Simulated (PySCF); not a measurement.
All values below come from PBE-D3(BJ)/def2-TZVP // PBE-D3(BJ)/def2-SVP run with PySCF 2.14.0. All species are isolated molecules in the gas phase. One relaxed conformer stands for a flexible species; it need not be the lowest. Excitations are Tamm–Dancoff values on a coarser integration grid. The basis has no diffuse functions, so Rydberg states are missing or too high.

Reference species (SMILES): `[GeH2]([F])[F]` (neutral, multiplicity 1).

```yaml
HOMO–LUMO gap: 7.45 eV
HOMO: -8.46 eV
T1 excitation (TDA): 6.95 eV
```

Changed species: `[F][GeH2][GeH2][GeH2][GeH2][F]` (n = 4; the reference has n = 1).

Give the shifts of the HOMO–LUMO gap, HOMO and T1 excitation (TDA).

the HOMO–LUMO gap drops by 2.77 eV, to 4.68 eV; the HOMO increases by 1.59 eV, to -6.87 eV; the T1 excitation (TDA) drops by 2.51 eV, to 4.44 eV.
